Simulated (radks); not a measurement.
Fractional charge and spin in the 4s shell of selenium: the spin-up occupation runs from 0 to 1 and the spin-down occupation from 0 to 1; the fullest corner is Se+, [Ar] 3d10 4p(up 1.5, down 1.5) 4s(up 1, down 1). Calculated with a radial shooting solver on a logarithmic mesh with Libxc functionals: non-relativistic Kohn-Sham, r2SCAN, spin-polarised, spherical densities, point nucleus; meta-GGA in the generalised Kohn-Sham scheme. Energy (eV) above the fullest corner. The planes named below are the two flat planes that join the four corners, with an edge along up + down = one added electron.

down \ up       0    0.25     0.5    0.75       1
0          76.682  64.469  52.942  42.107  31.967
0.25       64.469  53.094  42.390  32.367  23.025
0.5        52.942  42.390  32.499  23.273  14.715
0.75       42.107  32.367  23.273  14.831   7.040
1          31.967  23.025  14.715   7.040   0.000

Corners above the fullest one (they belong to Se2+ and the next ion): (up 1, down 0) 31.967 eV, (up 0, down 1) 31.967 eV, (up 0, down 0) 76.682 eV. With half an added electron in each spin the energy lies 0.532 eV from the planes, and with half an added electron in spin up alone -1.383 eV. The planes are only a guide here: the flat-plane condition holds for ground states with one frontier orbital, while this shell lies below other occupied shells, so the corners above the fullest one are inner-hole states and not the ground states of those ions.
